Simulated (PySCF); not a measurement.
C4H3FO2, SMILES O=C1C=C(F)OC1. The structure is a stationary point at PBE0-D3(BJ)/def2-SVP. The values are those of a single conformer.

Computed with PBE0-D3(BJ)/def2-SVP in PySCF 2.14.0.

Harmonic wavenumbers (cm⁻¹): 157, 236, 384, 530, 556, 605, 682, 704, 782, 878, 978, 993, 1105, 1156, 1200, 1254, 1308, 1424, 1506, 1728, 1885, 3109, 3180, 3311. Rotational constants (GHz): 7.004, 2.118, 1.643; symmetry number 1.

Question: Work out the zero-point energy and the ideal-gas rigid-rotor harmonic-oscillator thermochemistry at 298.15 K and 1 atm.

Answer: ZPE = ½ Σ hcν = ½ × 29652 cm⁻¹ = 177.36 kJ/mol. H − E(el) = 194.00 kJ/mol. Entropy in J/(mol K): translation 166.43, rotation 112.89, vibration 35.36, total 314.68. G − E(el) = 100.17 kJ/mol. Cp = 89.56 J/(mol K).
